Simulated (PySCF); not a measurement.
# Does the structure fit the spectrum?

A compound C6H14O gives the data below (simulated from a calculation) and was assigned the structure `CCOC(C)(C)C`.

13C{1H} NMR (computed): δ 84.7 (CH2), 59.3 (CH3), 31.9 (C), 28.1 (CH3, 3C).

1H NMR (400 MHz, computed): δ 3.31 (s, 3H), 2.74 (s, 2H), 0.88 (s, 9H).

Calculated, not measured (PySCF): spin–spin couplings from B3LYP/pcJ-1 (without the spin–dipole term), GIAO PBE0/pcSseg-1 shieldings, PBE0-D3(BJ)/def2-SVP geometry. Non-relativistic, one computed conformer, isolated molecule, one averaged value for each set of equivalent atoms.

Chemical shifts δ = σref − σ; 1H and 13C vs TMS, all at this level.

Problem. Compare with the shifts computed for the proposed structure, pairing carbons in order of shift.

Solution. Atom-mapped SMILES (the numbers label the heavy atoms): `[CH3:1][CH2:2][O:3][C:4]([CH3:5])([CH3:6])[CH3:7]`; H(Xn) means a hydrogen on atom n.

```csv
atom,computed for proposal,given list,difference
C4,70.7,84.7,-14.0
C2,57.1,59.3,-2.2
C5,28.4,31.9,-3.5
C6,28.4,28.1,+0.3
C7,28.4,28.1,+0.3
C1,18.1,28.1,-10.0
```

The rms difference is 7.2 ppm and the largest -14.0 ppm at C4 (fully substituted sp3 carbon bonded to O). The carbon types in order of shift don't match either: C, CH2, CH3, CH3, CH3, CH3 for the proposal against CH2, CH3, C, CH3, CH3, CH3 in the data. The proposal doesn't fit.

Problem. Which isomer fits?

Solution. neo-PeOMe.

1. Carbon types of the structure: 1 × C, 1 × CH2, 4 × CH3, which accounts for all hydrogens.
2. δC 84.7: sp3 CH2 bonded to O; pulled downfield by the heteroatom.
3. δC 59.3: methyl carbon bonded to O; the inductive effect lowers its shielding.
4. δH 2.74: hydrogen on an sp3 CH2 bonded to O; its carbon carries O, which withdraws density.
5. δH 0.88: hydrogen on a methyl carbon; far from electronegative atoms and π systems.

This is the structure that produced the data.

Shifts are as computed. Against solution values, carbons near 30 ppm lie about +2 ppm off and those near 130 ppm about +5 ppm. Of 1211 compounds with measured shifts, 218 miss one by over three times the rms of a fit or turn the order of signals round; such compounds aren't used in these exercises.
